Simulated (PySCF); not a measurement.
Species: CoCl3 (quintet state).
Bonds: Co1–Cl2, Co1–Cl3, Co1–Cl4.

Method: PySCF, PBE0-D3(BJ)/def2-SVP geometry optimisation, gas phase.

How far are the bound atoms from Co1?

3 atoms: Cl2 2.107 Å, Cl3 2.109 Å, Cl4 2.109 Å.

List the angles at Co1.

```csv
angle,degrees,distance of the outer atoms (Å)
Cl3–Co1–Cl4,120.7,3.67
Cl2–Co1–Cl4,119.9,3.65
Cl2–Co1–Cl3,119.4,3.64
```

What is the shape at Co1?

Planar: angles 120.7°, 119.9° and 119.4°, sum 360.0°, 0.00 Å off the plane of its three neighbours. Differences among atoms that D3h makes equivalent are scatter left by the optimiser.

Point group: D3h (every atom within 0.08 Å of its image). Charge 0, quintet. ⟨S²⟩ = 6.010 (exact for a quintet: 6.00). Whether it is a minimum is left open (no frequencies).

On one thread of an Arm Neoverse V2, shared host, this took 34 s. That covers the optimisation of the geometry.

For an open-shell metal species like this, the optimisation's SCF solution wasn't tested for stability and no frequencies at its level were run, so a lower state or another shape may exist.
